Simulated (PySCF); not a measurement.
C5H6F2, SMILES FC(F)[C@H]1C=CC1.

Coordinates come from a PBE0-D3(BJ)/def2-SVP optimisation. The structure was generated by enumeration; whether it is a known compound was not checked. The values are those of a single conformer.

Two levels are set side by side: PBE/def2-TZVP (PySCF) and M06-2X/def2-TZVP (PySCF). Same geometry, gas phase. Differences are taken from unrounded values.

```tsv
quantity	M06-2X
orbital gap (eV)	9.68
highest occupied level (eV)	-8.77
lowest empty level (eV)	0.91
dipole moment (D)	2.06
mean polarisability (bohr³)	55.9
```

What does PBE give, and how far is it from M06-2X? (An estimate is asked for; the answer gives what the named calculation found.)


```json
[
 {"quantity": "orbital gap (eV)", "PBE": "5.37", "PBE minus M06-2X": "-4.31"},
 {"quantity": "highest occupied level (eV)", "PBE": "-6.38", "PBE minus M06-2X": "2.39"},
 {"quantity": "lowest empty level (eV)", "PBE": "-1.01", "PBE minus M06-2X": "-1.92"},
 {"quantity": "dipole moment (D)", "PBE": "1.82", "PBE minus M06-2X": "-0.24"},
 {"quantity": "mean polarisability (bohr³)", "PBE": "58.4", "PBE minus M06-2X": "2.5"}
]
```

PBE's occupied levels lie high since its potential decays too fast outside the molecule; exact exchange lowers them and widens the gap. Loosely held outer electrons make PBE densities more polarisable. Differences between two approximate levels are no errors against the true value.

Rough cost on one machine, each run with all the roots and properties that it gave: M06-2X against PBE about 4 times.
